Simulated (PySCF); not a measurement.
Excitation energy of Sn by level of theory

Sn [Kr] 4d10 5s2 5p2 (3P) → Sn [Kr] 4d10 5s1 5p2 6s1 (5P), as a difference of total energies. Calculation: PySCF 2.14, in x2c-QZVPPall with one added diffuse shell each of s, p, d, f type (14s10p8d5f1g, 128 functions); scalar relativity by spin-free X2C-1e. The calculations carry no spin-orbit coupling.

| method | excitation energy (eV) |
| --- | --- |
| UHF | 8.160 |
| wB97X-V | 10.066 |
| TPSSh | 9.943 |
| r2SCANh | 9.786 |

The upper state lies above the first ionisation limit, but in LS coupling its spin forbids autoionisation to the ground ion; at this Z spin-orbit coupling breaks that rule. A Rydberg-like electron needs more diffuse functions than a valence basis has.

The promoted electron is Rydberg-like, and one or two diffuse shells describe it only roughly, which tends to raise the upper state.
